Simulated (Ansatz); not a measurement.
The same redistribution along the group Al, Ga, In.

Program: Ansatz. Geometries: PBE0-D4/def2-TZVP. ΔE: electronic, gas phase. CCSD(T)/CBS is the MP2 limit (def2-TZVPP, def2-QZVPP) plus CCSD(T) − MP2 in def2-TZVPP, frozen cores. This one scheme is used for every species. DFT in def2-TZVPP. B3LYP here is the variant with VWN-RPA as its local correlation; programs differ in this. def2 core potentials past Kr. For Ga, In outer-core shells are correlated without core-valence functions, which leaves a few kJ/mol of doubt a bond. Scalar relativity is left out up to krypton. One conformer a species, not always the lowest.

```json
{"reaction": "`[OH][Al]([Cl])[O][SiH3]` + `C[SiH2][SiH2]S` → `[OH][Al]([SH])[O][SiH3]` + `C[SiH2][SiH2]Cl`", "B3LYP-D4 (kcal/mol)": "2.8", "ωB97X-V (kcal/mol)": "2.8", "ωB97M-V (kcal/mol)": "2.8"}
{"reaction": "`[OH][Ga]([Cl])[O][SiH3]` + `C[SiH2][SiH2]S` → `[OH][Ga]([SH])[O][SiH3]` + `C[SiH2][SiH2]Cl`", "B3LYP-D4 (kcal/mol)": "-3.0", "ωB97X-V (kcal/mol)": "-2.7", "ωB97M-V (kcal/mol)": "-3.0"}
{"reaction": "`[OH][In]([Cl])[O][SiH3]` + `C[SiH2][SiH2]S` → `[OH][In]([SH])[O][SiH3]` + `C[SiH2][SiH2]Cl`", "B3LYP-D4 (kcal/mol)": "-5.2", "ωB97X-V (kcal/mol)": "-4.5", "ωB97M-V (kcal/mol)": "-5.0"}
```

(1) Give the CCSD(T)/CBS values in the same order. (An estimate is asked.)

Largest T1 diagnostic: 0.016, for `[OH][In]([SH])[O][SiH3]`.

Answers

(1) Ansatz gave: 2.9, -3.3, -5.1 kcal/mol.
